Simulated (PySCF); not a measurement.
A structure optimised at PBE-D3(BJ)/def2-TZVP, used in a PySCF frequency run:

```
Si
O 1 1.6461
H 1 1.4978 2 114.82
H 1 1.4978 3 110.73 2 132.03
H 1 1.5190 3 108.63 4 119.21
```
Charge 0, spin multiplicity 2.

Problem. Write its SMILES, formula and point group.

Solution. [O][SiH3], H3OSi, Cs

Problem. What are its rotational constants (standard atomic weights)?

Solution. 84.225, 14.852, 14.798 GHz
